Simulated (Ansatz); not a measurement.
`CCC[SiH2]O`. Charge 0, multiplicity 1. The structure was optimised at the PBE0-D4/def2-TZVP level. It is one conformer, not always the lowest.

```xyz
15

C     0.518    0.084   -1.704
C     0.467    1.008   -0.499
C    -0.713    0.736    0.436
Si   -0.713   -0.934    1.281
O     0.719   -1.232    2.053
H     0.629   -0.964   -1.412
H     1.355    0.334   -2.360
H    -0.401    0.156   -2.293
H     0.422    2.046   -0.846
H     1.402    0.927    0.067
H    -1.660    0.835   -0.111
H    -0.742    1.493    1.228
H    -1.751   -0.956    2.342
H    -0.997   -2.024    0.303
H     1.463   -1.509    1.517
```

Question: What is the dipole moment at ωB97M-V/def2-TZVPP? (Best estimate.)

Answer: Computed: 1.71 D, with components (0.66, 0.52, -1.50) D in this frame, pointing from negative to positive charge.

Question: And with PBE, r2SCAN, B3LYP? (An estimate is asked.)

Answer: The calculation gave: PBE 1.67 D, r2SCAN 1.72 D, B3LYP 1.70 D.

Question: Give the Mulliken charges with ωB97M-V, r2SCAN, PBE in def2-TZVPP. (An estimate is asked.)

Answer: Ansatz gave: 
| atom | ωB97M-V | r2SCAN | PBE |
| --- | --- | --- | --- |
| C1 | -0.29 | -0.13 | -0.24 |
| C2 | -0.20 | -0.03 | -0.12 |
| C3 | -0.31 | -0.17 | -0.20 |
| Si4 | 0.42 | 0.50 | 0.40 |
| O5 | -0.39 | -0.43 | -0.36 |
| H6 | 0.09 | 0.04 | 0.07 |
| H7 | 0.11 | 0.04 | 0.08 |
| H8 | 0.10 | 0.04 | 0.08 |
| H9 | 0.10 | 0.02 | 0.07 |
| H10 | 0.09 | 0.02 | 0.06 |
| H11 | 0.10 | 0.04 | 0.07 |
| H12 | 0.12 | 0.06 | 0.09 |
| H13 | -0.04 | -0.09 | -0.08 |
| H14 | -0.06 | -0.11 | -0.10 |
| H15 | 0.17 | 0.20 | 0.18 |

B3LYP here is the variant with VWN-RPA as its local correlation; programs differ in this.
